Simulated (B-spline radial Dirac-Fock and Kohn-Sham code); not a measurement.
**Cs⁵¹⁺: eigenvalues, ΔSCF and the reference**

System: Cs⁵¹⁺, [He] 2s2.

The density-functional columns are spherical, spin-unpolarised Dirac-Kohn-Sham results without Breit or QED terms: −ε is minus the orbital energy of the initial state and ΔSCF the difference of two total energies. The reference in the last column comes from Dirac-Fock ΔSCF + Breit + QED. All numbers are from an atomic code on a B-spline grid, in eV; a selection of levels is shown. The Kohn-Sham columns are given as differences from the reference. For the 1s level of heavy atoms much of the gap between ΔSCF and the reference is the Breit and QED part, -112.8 eV here; for other levels the error of the functional can be larger.

| level | LDA −ε − DF | LDA ΔSCF − DF | Dirac-Fock |
| --- | --- | --- | --- |
| 1s | -315.0 | +123.7 | 41226.2 |
| 2s | -79.7 | +25.2 | 9974.1 |

For the outermost level NIST gives 9974 ± 4 eV (theoretical); the differences from it are LDA −ε -79.59, LDA ΔSCF +25.35, Dirac-Fock +0.13 eV.

Values without a named source are computed, but for edge energies of neutral atoms, which are taken from tables.
